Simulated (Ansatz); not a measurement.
`[F][GaH][B](S)Cl` + HCl → `[F][GaH][Cl]` + `SBCl`  (cleavage of the Ga–B bond)

Program: Ansatz. Geometries: PBE0-D4/def2-TZVP. ΔE: electronic, gas phase. CCSD(T)/CBS adds triple-zeta CCSD(T) − MP2 to the extrapolated MP2 energy (def2 sets, frozen cores). This one scheme is used for every species. Functionals use def2-TZVPP. B3LYP here is the variant with VWN-RPA as its local correlation; programs differ in this. For Ga outer-core shells are correlated without core-valence functions, which leaves a few kJ/mol of doubt a bond. Scalar relativity is left out up to krypton. One conformer a species, not always the lowest.

Question: Is it downhill or uphill in electronic energy at CCSD(T)/CBS, and by how much? (Estimate.)

Answer: Ansatz gave: Downhill: ΔE = -117.2 kJ/mol.

Question: What do these levels give: BLYP-D4, B3LYP-D4, r2SCAN0-D4, CAM-B3LYP-D4, r2SCANh, CCSD/def2-SVP, CCSD(T)/def2-SVP, CCSD/def2-TZVPP, CCSD(T)/def2-TZVPP, SCS-MP2/def2-QZVPP, HF/CBS(def2), MP2/CBS(def2)? (Estimate.)

Answer: Ansatz gave: BLYP-D4 -110.2, B3LYP-D4 -117.8, r2SCAN0-D4 -126.3, CAM-B3LYP-D4 -122.2, r2SCANh -124.9, CCSD/def2-SVP -133.8, CCSD(T)/def2-SVP -130.5, CCSD/def2-TZVPP -124.8, CCSD(T)/def2-TZVPP -120.2, SCS-MP2/def2-QZVPP -127.3, HF/CBS(def2) -159.7, MP2/CBS(def2) -121.4 kJ/mol.

Question: What do rigid-rotor, harmonic-oscillator terms from PBE0-D4/def2-TZVP frequencies (298.15 K, 1 bar) make of the CCSD(T)/CBS value? (An estimate is asked.)

Answer: Ansatz gave: ΔZPE = +6.3 kJ/mol, ΔH = -114.7 kJ/mol, ΔS = 18 J/(mol·K), ΔG = -119.9 kJ/mol.

Largest T1 diagnostic among the species: 0.015.

At CCSD(T), def2-SVP lies −13.3 kJ/mol from the extrapolated value and def2-TZVPP −3.0 kJ/mol. From BLYP to BHLYP (50 % exact exchange), in def2-TZVPP and without D4, ΔE moves by −16.7 kJ/mol. The D4 term adds +8.3 kJ/mol with B3LYP and +4.5 kJ/mol with PBE0; it sums over pairs of atoms, weighted by their polarisabilities, and B3LYP, whose exchange is more repulsive, gets the larger term.
